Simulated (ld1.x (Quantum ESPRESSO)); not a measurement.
**tantalum (Ta), TM: configuration errors across variants**

* Element: tantalum
* Generator: ld1.x (Quantum ESPRESSO) 7.5
* Type: norm-conserving Troullier–Martins (Kleinman–Bylander form)
* Functional: LDA (PZ)
* Relativity: scalar-relativistic
* Frozen core: [Kr] 4d10 4f14
* Valence charge: 13
* Reference configuration: 5s2 5p6 5d3 6s2 6p0
* Partial waves: 5s (bound): rc 1.75 bohr; 5d (bound): rc 2.75 bohr; 5p (bound): rc 2.10 bohr
* Local potential: the p channel
* Core correction: none

Occupied shells without a wave of their own: 6s. They enter only through the test configuration that unscreens the potential.

All-electron excitation energies from the reference (eV): (1) 5s2 5p6 5d3 6s1 6p0 8.702; (2) 5s2 5p6 5d3 6s0 6p0 24.010; (3) 5s2 5p6 5d2 6s0 6p0 47.938; (4) 5s2 5p6 5d4 6s0 6p0 10.166; (5) 5s2 5p5 5d3 6s2 6p0 45.190; (6) 5s2 5p6 5d3.5 6s1.5 6p0 0.984; (7) 5s2 5p6 5d3 6s1 6p1 4.259; (8) 5s2 5p6 5d3 6s2 6p0 spin -1.047; (9) 5s2 5p6 5d3 6s1 6p0 spin 6.726.

Spin tests fill each open shell by Hund’s rule, majority spin first.

For the base: The 6s level has no wave, so the channel is fitted at the deeper level alone: the likely source of the large errors.

A true bound ghost makes a file unfit for plane-wave use even where its test errors are small: the radial tests pick states by their node count and pass the ghost by.

Errors AE − PS in meV (a dash: test not solved or not reliable):

| change | (1) | (2) | (3) | (4) | (5) | (6) | (7) | (8) | (9) | bound ghosts |
| --- | --- | --- | --- | --- | --- | --- | --- | --- | --- | --- |
| base | -87 | -200 | -248 | -156 | -191 | -36 | +82 | +110 | +70 | none |
| wave 5d (bound): rc 2.75 bohr becomes 5d (bound): rc 1.88 bohr | -87 | -200 | -248 | -166 | -162 | -37 | +82 | +92 | +47 | none |
| wave 5d (bound): rc 2.75 bohr becomes 5d (bound): rc 2.16 bohr | -87 | -200 | -248 | -166 | -162 | -37 | +82 | +92 | +48 | none |
| wave 5d (bound): rc 2.75 bohr becomes 5d (bound): rc 2.90 bohr | -87 | -201 | -248 | -151 | -206 | -35 | +82 | +119 | +82 | none |
| wave 5d (bound): rc 2.75 bohr becomes 5d (bound): rc 3.38 bohr | -88 | -211 | -245 | -127 | -284 | -32 | +81 | +152 | +132 | none |
| wave 5d (bound): rc 2.75 bohr becomes 5d (bound): rc 3.66 bohr | -91 | -229 | -240 | -105 | -372 | -28 | +80 | +179 | +180 | none |
| wave 5d (bound): rc 2.75 bohr becomes 5d (bound): rc 4.14 bohr | -96 | -264 | -233 | -84 | -502 | -22 | +79 | +205 | +232 | d |

Question: Give the same row for: wave 5d (bound): rc 2.75 bohr becomes 5d (bound): rc 2.64 bohr.

Answer: -87, -200, -248, -160, -180, -36, +82, +104, +62; bound ghosts: none.
